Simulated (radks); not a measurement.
Valence configurations of F2+ (all share [He]). Calculated with a radial shooting solver on a logarithmic mesh with Libxc functionals: scalar-relativistic Kohn-Sham, PBE, spin-unpolarised, spherical densities, point nucleus. Energies are relative to 2s2 2p3; eigenvalues in eV.

| valence | E (eV) | e(2p) | e(2s) |
|---|---|---|---|
| 2s2 2p3 | 0.000 | -49.003 | -67.992 |
| 2s1.5 2p3.5 | 9.504 | -48.854 | -67.881 |
| 2s1 2p4 | 19.027 | -48.716 | -67.780 |
| 2s0.5 2p4.5 | 28.568 | -48.587 | -67.688 |
| 2p5 | 38.128 | -48.469 | - |

NIST lists [He] 2s2 2p3 as the ground configuration; this level of theory agrees among the configurations tried. The energies are those of spherical spin-averaged densities, not of single terms.
